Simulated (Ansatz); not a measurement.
Geometry optimisation, UKS B3LYP-D4/STO-3G in Ansatz 0.2.0.

The input (input.yaml):

```yaml
crystal:
  periodic: [false, false, false]
  atoms:
    - { symbol: B, position_ang: [1.7007, -1.763, -1.1622] }
    - { symbol: C, position_ang: [0.8838, -0.5397, -0.4766] }
    - { symbol: Al, position_ang: [1.8031, 0.2901, 1.0593] }
    - { symbol: C, position_ang: [-0.24, -0.1359, -0.9532] }
    - { symbol: C, position_ang: [-1.1357, 0.9634, -0.3785] }
    - { symbol: C, position_ang: [-1.9178, 0.5135, 0.8614] }
    - { symbol: H, position_ang: [2.7352, -2.0683, -0.7735] }
    - { symbol: H, position_ang: [1.2185, -2.2552, -2.1117] }
    - { symbol: H, position_ang: [3.2665, -0.2553, 1.5625] }
    - { symbol: H, position_ang: [1.1735, 1.4995, 1.9] }
    - { symbol: H, position_ang: [-0.7397, -0.6453, -1.8014] }
    - { symbol: H, position_ang: [-0.4798, 1.8498, -0.0866] }
    - { symbol: H, position_ang: [-1.9156, 1.3398, -1.1421] }
    - { symbol: H, position_ang: [-2.6175, -0.3295, 0.6042] }
    - { symbol: H, position_ang: [-1.2308, 0.1453, 1.6692] }
    - { symbol: H, position_ang: [-2.5273, 1.3681, 1.2735] }
magnetization:
  spin_polarized: true
basis:
  gaussian: { orbitals: STO-3G }
hamiltonian:
  xc: b3lyp
  dispersion: d4
relax:
  f_tol: 0.02
  max_steps: 40
output:
  orbitals: {}
```

Run as:

```bash
$ ansatz run input.yaml --threads 1 --pin off --max-ram 2048MiB --backend cpu --events-out ev --progress --plain --runs-dir out
```

Task: Where does it end, and by what steps?

Result: The forces met the threshold. The force dipped under the threshold on the way, but the program's further checks kept it going. Limits of this set-up: minimal basis. After 39 steps the energy has fallen by 0.912 eV; H10 moved furthest, 2.10 Å.

```
step  energy less start (eV)  largest force component (eV/Å)  accepted
   0                  0.0000                           6.736       yes
   2                 -0.7174                           0.924       yes
   4                 -0.8272                           0.529       yes
   6                 -0.8596                           0.132       yes
   8                 -0.8648                           0.058       yes
  10                 -0.8726                           0.169       yes
  12                 -0.8803                           0.203       yes
  14                 -0.8916                           0.064       yes
  16                 -0.8922                           0.441        no
  18                 -0.9016                           0.140       yes
  20                 -0.9034                           0.077       yes
  22                 -0.9066                           0.097       yes
  24                 -0.9079                           0.067       yes
  26                 -0.9083                           0.173        no
  28                 -0.9102                           0.069       yes
  30                 -0.9108                           0.062       yes
  32                 -0.9114                           0.031       yes
  34                 -0.9115                           0.049       yes
  36                 -0.9118                           0.031       yes
  38                 -0.9118                           0.043        no
  39                 -0.9120                           0.013       yes
```

```xyz
16
Properties=species:S:1:pos:R:3
B 1.705 -1.626 -1.253
C 1.080 -0.462 -0.472
Al 2.038 0.530 0.853
C -0.221 -0.176 -0.758
C -1.059 0.919 -0.070
C -2.188 0.308 0.819
H 2.803 -1.989 -1.036
H 1.101 -2.186 -2.090
H 2.144 -0.016 2.247
H 2.696 1.827 0.485
H -0.792 -0.753 -1.509
H -0.407 1.559 0.555
H -1.521 1.570 -0.836
H -2.859 -0.317 0.209
H -1.758 -0.319 1.615
H -2.784 1.108 1.285
```

Run time: 3.3 min on 1 thread of Arm Neoverse V2 (shared host), peak memory 0.17 GiB.
